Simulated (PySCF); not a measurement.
**Excitation energy of V by level of theory**

V [Ar] 3d3 4s2 (4F) → V [Ar] 3d5 (6S), as a difference of total energies. Computed with PySCF 2.14 in x2c-TZVPPall, with the spin-free X2C one-electron Hamiltonian (Gaussian nucleus). Correlated levels: valence: [Ar] frozen; valence and next inner shell: [Ne] frozen. The calculations carry no spin-orbit coupling.

```
                                method  excitation energy (eV)
                                   UHF                   3.761
                                   LDA                   1.014
                                   PBE                   1.263
                                  PBE0                   1.805
                                r2SCAN                   1.689
                                  BLYP                   1.785
                                  MN15                   1.981
                             CAM-B3LYP                   2.264
                                 TPSSh                   1.747
                         MP2 (valence)                   2.735
                     SCS-MP2 (valence)                   4.169
    MP2 (valence and next inner shell)                   1.810
SCS-MP2 (valence and next inner shell)                   3.286
```

Task: How much does correlation contribute at MP2 (valence and next inner shell)?

Result: 1.810 − (3.761) = -1.951 eV, measured against UHF.

A first-order spin-orbit estimate (lowest level to lowest level, LS coupling) adds 0.042 eV.
